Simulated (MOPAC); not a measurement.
Job for MOPAC: AM1 on CH5Cl (a complex), monomers drawn apart or pushed together.

```
AM1 1SCF PRECISE CHARGE=0 THREADS=1
CH5Cl

Cl    -0.41272735 1    -0.34685482 1    -0.48214466 1
H     -0.29103565 1    -0.24310584 1     0.79109653 1
C     -0.00705057 1     0.00311448 1     3.66176344 1
H     -0.93741021 1     0.47885499 1     3.35166686 1
H      0.09409917 1     0.09426420 1     4.74204199 1
H     -0.02249916 1    -1.05366452 1     3.39524726 1
H      0.83984222 1     0.49508815 1     3.18354501 1
```

Output:

```
*******************************************************************************
 **                                                                           **
 **                              MOPAC v23.2.5                                **
 **                                                                           **
 *******************************************************************************
 ** MOPAC's Digital Object Identifier: https://doi.org/10.5281/zenodo.6511958 **
 **                                                                           **
 ** Please cite the open-source release paper for use of this MOPAC version:  **
 ** J. E. Moussa and J. J. P. Stewart (2026)                                  **
 ** MOPAC: An open-source semiempirical molecular orbital program             **
 ** J. Open Source Softw., 11(119), 8025, https://doi.org/10.21105/joss.08025 **
 *******************************************************************************

                              AM1 CALCULATION RESULTS

 *******************************************************************************
 *  AM1        - The AM1 Hamiltonian to be used
 *
 *
 *
 *                 CHARGE ON SYSTEM = 0
 *
 *
 *
 *  PRECISE    - TIGHTER CRITERIA TO BE USED
 *  1SCF       - DO 1 SCF AND THEN STOP
 *  THREADS=1  - MULTI-THREADING NOT USED
 *  T=         - A TIME OF 172800.0 SECONDS REQUESTED
 *  DUMP=N     - RESTART FILE WRITTEN EVERY 7200.0 SECONDS REQUESTED
 *******************************************************************************
AM1 1SCF PRECISE CHARGE=0 THREADS=1
 CH5Cl

   ATOM   CHEMICAL          X               Y               Z
  NUMBER   SYMBOL      (ANGSTROMS)     (ANGSTROMS)     (ANGSTROMS)

     1      Cl         -0.41272735  *  -0.34685482  *  -0.48214466  *
     2       H         -0.29103565  *  -0.24310584  *   0.79109653  *
     3       C         -0.00705057  *   0.00311448  *   3.66176344  *
     4       H         -0.93741021  *   0.47885499  *   3.35166686  *
     5       H          0.09409917  *   0.09426420  *   4.74204199  *
     6       H         -0.02249916  *  -1.05366452  *   3.39524726  *
     7       H          0.83984222  *   0.49508815  *   3.18354501  *



          CARTESIAN COORDINATES

    NO.       ATOM           X           Y           Z

     1        Cl         -0.4127     -0.3469     -0.4821
     2         H         -0.2910     -0.2431      0.7911
     3         C         -0.0071      0.0031      3.6618
     4         H         -0.9374      0.4789      3.3517
     5         H          0.0941      0.0943      4.7420
     6         H         -0.0225     -1.0537      3.3952
     7         H          0.8398      0.4951      3.1835

  H: (AM1): M.J.S. DEWAR ET AL, J. AM. CHEM. SOC. 107 3902-3909 (1985)
  C: (AM1): M.J.S. DEWAR ET AL, J. AM. CHEM. SOC. 107 3902-3909 (1985)
 Cl: (AM1): M.J.S. DEWAR AND E. G. ZOEBISCH, THEOCHEM, 180, 1 (1988).

           Empirical Formula: C H5 Cl  =     7 atoms



      MOLECULAR POINT GROUP   :   C3v


      RHF CALCULATION, NO. OF DOUBLY OCCUPIED LEVELS = 8


 -------------------------------------------------------------------------------
 AM1 1SCF PRECISE CHARGE=0 THREADS=1
 CH5Cl



     1SCF WAS SPECIFIED, SO BFGS WAS NOT USED
     SCF FIELD WAS ACHIEVED


                              AM1 CALCULATION
                                                       MOPAC v23.2.5 Linux




          FINAL HEAT OF FORMATION =        -33.00960 KCAL/MOL =    -138.11218 KJ/MOL


          COSMO AREA              =        102.73 SQUARE ANGSTROMS
          COSMO VOLUME            =         78.60 CUBIC ANGSTROMS

          IONIZATION POTENTIAL    =         12.312464 EV
          HOMO LUMO ENERGIES (EV) =        -12.312  1.898
          NO. OF FILLED LEVELS    =          8
          MOLECULAR WEIGHT        =         52.5035         POINT GROUP:  C3v

          MOLECULAR DIMENSIONS (Angstroms)

            Atom       Atom       Distance
            H     5   Cl     1     5.26722
            H     4    H     6     1.78538
            H     7    H     6     1.54603


          SCF CALCULATIONS        =          1





   ATOM   CHEMICAL          X               Y               Z
  NUMBER   SYMBOL      (ANGSTROMS)     (ANGSTROMS)     (ANGSTROMS)

     1      Cl         -0.41272735  *  -0.34685482  *  -0.48214466  *
     2       H         -0.29103565  *  -0.24310584  *   0.79109653  *
     3       C         -0.00705057  *   0.00311448  *   3.66176344  *
     4       H         -0.93741021  *   0.47885499  *   3.35166686  *
     5       H          0.09409917  *   0.09426420  *   4.74204199  *
     6       H         -0.02249916  *  -1.05366452  *   3.39524726  *
     7       H          0.83984222  *   0.49508815  *   3.18354501  *

                             CARTESIAN COORDINATES

   1   Cl       -0.412727350    -0.346854820    -0.482144660
   2    H       -0.291035650    -0.243105840     0.791096530
   3    C       -0.007050570     0.003114480     3.661763440
   4    H       -0.937410210     0.478854990     3.351666860
   5    H        0.094099170     0.094264200     4.742041990
   6    H       -0.022499160    -1.053664520     3.395247260
   7    H        0.839842220     0.495088150     3.183545010


           Empirical Formula: C H5 Cl  =     7 atoms



      MOLECULAR POINT GROUP   :   C3v


                  EIGENVALUES
 -37.01126 -29.64252 -16.75019 -13.76453 -13.76368 -13.66567 -12.31246 -12.31246
   1.89808   4.41750   4.43075   4.43131   5.07139


              NET ATOMIC CHARGES AND DIPOLE CONTRIBUTIONS

  ATOM NO.   TYPE          CHARGE      No. of ELECS.   s-Pop       p-Pop
    1         Cl          -0.170763        7.1708     1.98022     5.19054
    2          H           0.169864        0.8301     0.83014
    3          C          -0.269207        4.2692     1.21829     3.05092
    4          H           0.065960        0.9340     0.93404
    5          H           0.072073        0.9279     0.92793
    6          H           0.065977        0.9340     0.93402
    7          H           0.066097        0.9339     0.93390
 DIPOLE           X         Y         Z       TOTAL
 POINT-CHG.     0.105     0.090     1.096     1.105
 HYBRID         0.034     0.029     0.355     0.357
 SUM            0.139     0.119     1.451     1.462


          ATOMIC ORBITAL ELECTRON POPULATIONS

     Atom    s        px        py        pz
    1 Cl   1.98022   1.99272   1.99471   1.20311
    2  H   0.83014
    3  C   1.21829   1.01237   1.01229   1.02626
    4  H   0.93404
    5  H   0.92793
    6  H   0.93402
    7  H   0.93390

 **********************
 *                    *
 * JOB ENDED NORMALLY *
 *                    *
 **********************




 == MOPAC DONE ==
```

The run finished.

Cost: about 0.020 core-seconds (a rough figure).
